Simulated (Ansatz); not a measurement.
```yaml
crystal:
  periodic: [false, false, false]
  atoms:
    - {symbol: C, position_ang: [3.038895, 0.623151, 0.281808]}
    - {symbol: C, position_ang: [1.943494, -0.409368, 0.042560]}
    - {symbol: N, position_ang: [0.668633, -0.038956, 0.677610]}
    - {symbol: C, position_ang: [0.298103, -0.227093, 1.998155]}
    - {symbol: C, position_ang: [-1.022151, 0.144424, 2.100128]}
    - {symbol: N, position_ang: [-1.426929, 0.544283, 0.834913]}
    - {symbol: C, position_ang: [-2.772258, 0.932174, 0.417548]}
    - {symbol: C, position_ang: [-0.387646, 0.424626, -0.008334]}
    - {symbol: H, position_ang: [3.970510, 0.294560, -0.218877]}
    - {symbol: H, position_ang: [3.261186, 0.756805, 1.360447]}
    - {symbol: H, position_ang: [2.757726, 1.608170, -0.141577]}
    - {symbol: H, position_ang: [1.708414, -0.536125, -1.032900]}
    - {symbol: H, position_ang: [2.219635, -1.406467, 0.439098]}
    - {symbol: H, position_ang: [0.988863, -0.622440, 2.748574]}
    - {symbol: H, position_ang: [-1.703876, 0.138803, 2.955407]}
    - {symbol: H, position_ang: [-2.881177, 0.648959, -0.647105]}
    - {symbol: H, position_ang: [-2.927475, 2.019708, 0.557877]}
    - {symbol: H, position_ang: [-3.510151, 0.372970, 1.020700]}
    - {symbol: H, position_ang: [-0.393811, 0.597109, -1.096672]}
    - {symbol: F, position_ang: [-0.904315, -2.011223, -3.592311]}
    - {symbol: B, position_ang: [-0.777713, -1.209917, -2.484184]}
    - {symbol: F, position_ang: [-1.971072, -0.459163, -2.229761]}
    - {symbol: F, position_ang: [-0.460139, -1.948563, -1.315286]}
    - {symbol: F, position_ang: [0.283244, -0.236417, -2.667817]}
basis:
  gaussian: {orbitals: def2-TZVP}
hamiltonian: {xc: {name: B97M-V}}
scf: {lower_state_search: full}
```

```sh
$ ansatz run in.yaml --threads 4 --pin off --events-out ev --progress --plain --max-ram 6963MiB
```

Output, abridged:

```
Functional definition: B97M-V
2667 factors; their error is unknown
mean field evaluation 1: about -20920.6837 eV, gradient 8.9e1 eV
mean field evaluation 2: about -20910.3091 eV, gradient 1.2e2 eV
mean field evaluation 4: about -20935.8873 eV, gradient 6.7e0 eV
mean field evaluation 8: about -20936.0159 eV, gradient 4.8e-1 eV
mean field evaluation 16: about -20935.9446 eV, gradient 4.0e-3 eV
mean field -20935.94458613 eV, -769.3817726473 hartree, gradient 6.6e-5 eV, S^2 0.000000; 0 other end points of the search recorded, 0 dependent functions left out
reference -20935.94467897 eV, -769.3817760591 hartree; 51, 51 occupied and 418, 418 virtual orbitals, 2667 factors
Total energy: -20935.94467897 eV, -769.3817760591 hartree
```

Run time 54 s (4 threads of Arm Neoverse V1 on a shared host), peak host memory 1.4 GiB.
